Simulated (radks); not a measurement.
Isoelectronic series with 2 electrons, all held in the configuration [He], which need not be the ground one along the series. All-electron calculation, scalar-relativistic Kohn-Sham, PBEsol, spin-unpolarised, spherical densities, finite nucleus; Fermi nuclear charge, rms radius of each element as measured or else 0.836 A^(1/3) + 0.57 fm. Program: a radial shooting solver on a logarithmic mesh with Libxc functionals. Total energies (hartree) and orbital eigenvalues (hartree):

| ion | E (hartree) | 1s |
|---|---|---|
| He | -2.85786 | -0.56958 |
| C4+ | -32.22076 | -13.08943 |
| O6+ | -58.92618 | -25.35909 |
| Ne8+ | -93.67041 | -41.64610 |
| Mg10+ | -136.47630 | -61.96140 |
| Si12+ | -187.37187 | -86.31850 |
| S14+ | -246.39052 | -114.7336 |
| Ar16+ | -313.57112 | -147.2255 |
| Ca18+ | -388.95826 | -183.8161 |
| Ti20+ | -472.60214 | -224.5297 |
| Cr22+ | -564.55913 | -269.3942 |
| Fe24+ | -664.89151 | -318.4399 |
| Ni26+ | -773.66821 | -371.7007 |
| Zn28+ | -890.96411 | -429.2135 |
| Ge30+ | -1016.86159 | -491.0187 |
| Se32+ | -1151.45055 | -557.1606 |
| Kr34+ | -1294.82771 | -627.6869 |
| Sr36+ | -1447.09793 | -702.6492 |
| Zr38+ | -1608.37404 | -782.1032 |

Estimate the row of Be2+.

Answer. E (hartree) -13.53621; 1s -4.82856.
